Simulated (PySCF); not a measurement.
## Calculated NMR parameters of C=CCN1CCC1

- Formula: C6H11N
- SMILES: C=CCN1CCC1
- InChI: InChI=1S/C6H11N/c1-2-4-7-5-3-6-7/h2H,1,3-6H2
- Point group of the computed structure: C1
- Degrees of unsaturation: 2
- Carbon signals: 5
- Proton signals: 6

Atoms are numbered as in `[CH2:1]=[CH:2][CH2:3][N:4]1[CH2:5][CH2:6][CH2:7]1` (H(Xn): hydrogen on atom n). Ha(C1) is cis to C3; Hb(C1) is trans to C3.

PySCF calculation with geometry: GFN2-xTB and shieldings: GIAO PBE0/pcSseg-1; gas phase, a single conformation, non-relativistic, rapidly exchanging positions averaged.

References, each an isolated molecule treated in the same way: 1H (σref 31.72) and 13C (σref 186.93) vs TMS; 15N (σref 267.73) vs NH3.

| carbon | δC, type | δH (multiplicity) | HMBC from (2–3 bonds) | span of the C tensor (ppm) |
| --- | --- | --- | --- | --- |
| C1 | 122.3, CH2 | Ha(C1) 5.50 (m); Hb(C1) 5.27 (m) | H(C2), H(C3) | 211 |
| C2 | 147.6, CH | 6.19 (m) | Ha(C1), Hb(C1), H(C3) | 233 |
| C3 | 67.9, CH2 | 3.02 (d) | H(C2), Ha(C1), Hb(C1), H(C5)/H(C7) | 60 |
| C5/C7 | 55.5, CH2 | 3.23 (m) | H(C5)/H(C7), H(C3), H(C6) | 64 |
| C6 | 16.5, CH2 | 1.97 (m) | H(C5)/H(C7) | 21 |

Other nuclei:
| atoms | nucleus | environment | δ (ppm) | σ (ppm) |
| --- | --- | --- | --- | --- |
| N4 | 15N | amine nitrogen | 46.5 | 221.2 |

Carbon types of the structure: 1 × CH, 5 × CH2, which accounts for all hydrogens. δC 147.6: alkene CH; an sp2 carbon of a C=C bond. δC 122.3: terminal =CH2 carbon; the olefinic region. δC 67.9: allylic sp3 CH2 bonded to N; deshielded by the electronegative neighbour. δH 6.19: hydrogen on an alkene CH; attached to an sp2 carbon and in the plane of the double bond. δH 5.50, 5.27: hydrogen on a terminal =CH2 carbon; attached to an sp2 carbon and in the plane of the double bond.

Shifts are as computed. Against solution values, carbons near 30 ppm lie about +3 ppm off and those near 130 ppm about +5 ppm (rms about the fit 2.1 ppm; single classes can miss by 10 ppm). Of 1328 compounds with measured shifts, 309 miss one by over three times the rms of a fit or turn the order of signals round; such compounds aren't used in these exercises. Signals without a measured value on file couldn't be tested in this way; 1H shifts scatter by 0.2 ppm about their fit, and single ones miss by 0.5 ppm. Experimental scales use liquid or dissolved standards, which lie at an offset from isolated NH3 (liquid NH3: subtract about 20 ppm). No couplings were computed; multiplicities are counted from neighbouring protons, with m where these are inequivalent, close in shift, in a saturated or five-membered ring or joined by F or P, and br s for small geminal =CH2 splittings.
